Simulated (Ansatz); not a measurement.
Harmonic frequencies (cm⁻¹) at PBE0-D4/def2-TZVP from Ansatz: 26, 53, 96, 191, 218, 402, 428, 490, 536, 570, 587, 733, 829, 863, 870, 876, 892, 909, 945, 1584, 2147, 2157, 2176, 2216, 2232, 3602, 3696.

Each molecule was computed in one conformer, which needn't be the lowest.

Problem. Which molecule is it?
A. `[SiH3]B[SiH2]Cl`
B. `N[SiH2][GeH2][SH]`
C. `N[SiH2][S][GeH3]`
D. `C[SiH2][SiH](O)F`

Solution. C.
